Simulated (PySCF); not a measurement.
Compound: C6H3ClFN.
Structure used (GFN2-xTB), in Å, numbered top down from 1:
```xyz
12
C6H3ClFN angstrom
C      2.6882    0.6775   -0.1367
C      1.5174    0.8089    0.1006
C      0.1548    0.9987    0.4055
F     -0.1344    2.1447    1.0369
C     -0.8227    0.1200    0.0943
C     -2.1652    0.3712    0.4514
N     -3.2638    0.5544    0.7209
C     -0.5283   -1.1737   -0.5931
Cl    -0.0568   -2.4128    0.6294
H      3.7078    0.5481   -0.3511
H     -1.4089   -1.5594   -1.1052
H      0.3131   -1.0783   -1.2788
```

Computed, not measured: TDDFT CAM-B3LYP/def2-SVPD, vertical, gas phase, core orbitals frozen in the response (PySCF).

Ground-to-excited transition dipoles (e·a0, same axes as the geometry; the sign carries no meaning), for the states with f of 0.002 or more among the lowest 8:

| state | E (eV) | μx | μy | μz |
| --- | --- | --- | --- | --- |
| S1 | 4.957 | -1.710 | -0.736 | 0.080 |
| S2 | 5.310 | 0.166 | 0.104 | -0.009 |
| S4 | 5.776 | -0.123 | -0.038 | 0.045 |
| S5 | 5.805 | 0.318 | -0.099 | -0.025 |
| S7 | 6.582 | 0.555 | 0.334 | -0.006 |
| S8 | 6.965 | 0.120 | -0.154 | 0.058 |

(1) Work out the oscillator strengths.

(2) Which bond between heavy atoms lies closest to the direction of the S1 transition dipole?

(3) What angle do the transition dipoles of S5 and S7 make?

(4) How is the summed strength of these states shared among x, y and z?

(5) What peak molar absorption coefficient would the strongest computed level give as a lone Gaussian band 0.4 eV wide at half height?

Results:

(1) f = (2/3) ΔE |μ|² with ΔE in hartree (27.2114 eV).

| state | \|μ\|² (au) | \|μ\| (D) | f |
| --- | --- | --- | --- |
| S1 | 3.471 | 4.74 | 0.421 |
| S2 | 0.038 | 0.50 | 0.005 |
| S4 | 0.019 | 0.35 | 0.003 |
| S5 | 0.112 | 0.85 | 0.016 |
| S7 | 0.419 | 1.65 | 0.068 |
| S8 | 0.041 | 0.52 | 0.007 |

(2) C3–C5, at 24° from it; next C1–C2 at 31°.

(3) |cos θ| = |μa·μb| / (|μa| |μb|) = 0.66, so θ ≈ 48° (taken between 0 and 90°, since the signs are arbitrary).

(4) (2/3) Σ ΔE μα² gives 0.427 for x, 0.091 for y and 0.002 for z, 0.520 in all.

(5) ε(max) = 2.175×10⁸ f / FWHM, with the width in cm⁻¹. S1: 2.175×10⁸ × 0.4215 / 3226 ≈ 28000 L mol⁻¹ cm⁻¹.

One conformer stands for the species.
